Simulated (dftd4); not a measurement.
Si2 (SMILES [Si]=[Si]), triplet, geometry from GFN2-xTB; D4 for bp86 run with dftd4.

Input for dftd4:
```
$ dftd4 mol.xyz --func bp86 --charge 0 --json dftd4.json --noedisp

# file mol.xyz
2

Si    -0.00000000    -0.00000000    -1.08705736
Si     0.00000000     0.00000000     1.08705736
```

Problem. Predict the main parts of the log of this dftd4 run.

Solution. 
```
                    ____  _____ _____     ____  _  _
      -------------|  _ \|  ___|_   _|---|  _ \| || |------------
     |             | | | | |_    | | ___ | | | | || |_           |
     |             | |_| |  _|   | ||___|| |_| |__   _|          |
     |             |____/|_|     |_|     |____/   |_|            |
     |             ===================================           |
     |            E. Caldeweyher, S. Ehlert & S. Grimme          |
     |          Mulliken Center for Theoretical Chemistry        |
     |                    University of Bonn                     |
      -----------------------------------------------------------

Rational (Becke-Johnson) damping: bp86-D4-ATM
---------------------
  s6         1.0000
  s8         3.3550
  s9         1.0000
  a1         0.4365
  a2         4.9241
 alp        16.0000
--------------------

Dispersion energy:      -2.7956162463972E-03 Eh

[Info] JSON dump of results written to 'dftd4.json'
```
